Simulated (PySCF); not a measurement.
# Vertical excitation energies

(SiH3)(GeH3)PPF2, F2GeH6P2Si.
Atom-mapped SMILES: `[F:1][P:2]([F:3])[P:4]([SiH3:5])[GeH3:6]` (hydrogens: H7, H8, H9 on Si5; H10, H11, H12 on Ge6)

Method: TDDFT B3LYP/def2-SVPD, vertical, gas phase, core orbitals frozen in the response in PySCF 2.14.0, density-fitted response routines. One conformer (not necessarily the lowest) at the PBE0-D3(BJ)/def2-SVP geometry, without solvent, vibrations or thermal averaging. The B3LYP/def2-SVPD calculation is non-relativistic and has no spin–orbit coupling, an omission that weighs most on germanium. Torsions of this conformer, `[F:1][P:2]([F:3])[P:4]([SiH3:5])[GeH3:6]`: F1–P2–P4–Si5 -81°.

Question: Predict the UV-vis stick spectrum at this level.

Answer: 

```tsv
state	E (eV)	E (kJ/mol)	λ (nm)	f	|μ| (D)	main configurations (H = HOMO, L = LUMO)
S1	4.71	454	263.4	0.0079	0.67	H→L (90%), H→L+1 (9%)
S2	5.29	510	234.4	0.108	2.32	H→L+1 (77%)
S3	5.67	547	218.8	0.0079	0.61	H-1→L (72%), H→L+2 (25%)
S4	5.75	554	215.7	0.032	1.21	H→L+2 (51%), H-1→L+1 (22%), H-1→L (17%)
S5	5.89	568	210.5	0.018	0.89	H→L+3 (82%)
S6	6.00	579	206.8	0.042	1.36	H-1→L+1 (57%), H→L+4 (18%)
```

The lowest singlet comes at 263 nm (454 kJ/mol) in the ultraviolet; it is weak; its leading configuration is HOMO→LUMO (90%). The strongest level in the table is S2 at 5.29 eV (234 nm, f = 0.108). Löwdin shares by element: HOMO phosphorus 76%, fluorine 12%; LUMO phosphorus 48%, germanium 11%, fluorine 10% or more (atoms not listed hold the other 31%). The listed states span 1.29 eV, and the widest gap between neighbours is 0.58 eV (S1 to S2). Orbital energies (eV): HOMO-3 -9.73, HOMO-2 -8.74, HOMO-1 -8.05, HOMO -7.11, LUMO -1.34, LUMO+1 -1.16, LUMO+2 -0.57. Weighted by f, the mean energy of these states is 5.54 eV. No computed singlet lies in the visible range (380 to 750 nm); the lowest, at 263 nm, stands 1.45 eV above its violet end (3.26 eV). Singlets were solved by full linear response.
